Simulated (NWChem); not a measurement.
Species: C4H7 cation

```xyz
11

C     -1.1552     0.8111     0.0014
C     -0.0004     0.0375    -0.0031
C      1.1754     0.7792     0.0030
C     -0.0176    -1.4603    -0.0061
H     -2.1526     0.3545     0.0336
H     -1.1088     1.9060    -0.0192
H      2.1601     0.2954     0.0364
H      1.1594     1.8750    -0.0177
H     -0.9558    -1.8527     0.4073
H      0.0773    -1.8341    -1.0384
H      0.8197    -1.8704     0.5748
```
Atoms are numbered in this order, from 1.

Results from NWChem. Pople sets run with spherical d functions. Geometry: optimised at PBE0/def2-SVP. Atomic charges in e: unrestrained fits to the electrostatic potential beside Mulliken populations; buried atoms are poorly determined by the fit.

For level Hartree-Fock/6-31G*:

- Mulliken C1 = -0.20
- Mulliken C2 = 0.00
- Mulliken C3 = -0.19
- Mulliken C4 = -0.55

Question: What are these values for level B3LYP/def2-SVP?

Answer: 
- Mulliken C1: 0.18
- Mulliken C2: -0.21
- Mulliken C3: 0.18
- Mulliken C4: 0.08
